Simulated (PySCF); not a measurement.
# Pt⁺: excitation energy

Pt⁺ [Xe] 4f14 5d9 (2D) → Pt⁺ [Xe] 4f14 5d8 6p1 (high-spin determinant), as a difference of total energies. All numbers are calculated (PySCF 2.14, a scalar-relativistic core potential, in def2-TZVPPD with the def2 core potential (60 electrons) (6s5p3d2f1g, 59 functions)). Correlated levels: valence: 5s2 5p6 frozen; valence and next inner shell: nothing frozen outside the core potential. The calculations carry no spin-orbit coupling.

```json
{"method": "UHF", "excitation energy (eV)": "6.906"}
{"method": "LDA", "excitation energy (eV)": "8.186"}
{"method": "PBE", "excitation energy (eV)": "7.930"}
{"method": "PBE0", "excitation energy (eV)": "7.882"}
{"method": "r2SCAN", "excitation energy (eV)": "7.768"}
{"method": "BP86", "excitation energy (eV)": "7.937"}
{"method": "M06-L", "excitation energy (eV)": "8.164"}
{"method": "HSE06", "excitation energy (eV)": "7.853"}
{"method": "LC-wPBE", "excitation energy (eV)": "7.987"}
{"method": "MP2 (valence)", "excitation energy (eV)": "8.070"}
{"method": "SCS-MP2 (valence)", "excitation energy (eV)": "8.115"}
{"method": "MP2 (valence and next inner shell)", "excitation energy (eV)": "8.091"}
{"method": "SCS-MP2 (valence and next inner shell)", "excitation energy (eV)": "8.043"}
```

Q: How much does correlation contribute at MP2 (valence and next inner shell)?

A: 8.091 − (6.906) = 1.185 eV, measured against UHF.

The determinant of the upper state mixes LS terms, which raises its energy above the lowest term, most at the Hartree-Fock and MP2 levels.
